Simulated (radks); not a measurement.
Task: These are the eigenvalues of the occupied orbitals of an atom or ion with whole-number occupations (Ry). Method: non-relativistic Kohn-Sham, LDA (Slater exchange, Perdew-Wang correlation), spin-unpolarised, spherical densities, point nucleus; computed with a radial shooting solver on a logarithmic mesh with Libxc functionals.

orbital  eigenvalue
1s        -3596.236
2s        -686.0919
2p        -660.4987
3s        -243.4359
3p        -232.5434
3d        -213.1771

Which element is it, and in what charge state? The configuration may be excited.

Result: Z = 64, gadolinium, charge +39: Gd39+ in [Ar] 3d7. The list shows which subshells hold electrons but not how many an open one holds; the 1s level, -1798.1 hartree, gives Z - s = 60.0 by -(Z - s)^2/2, which with screening narrows Z to a few neighbours, and the depths of the outer levels then fix element, charge and occupations together.
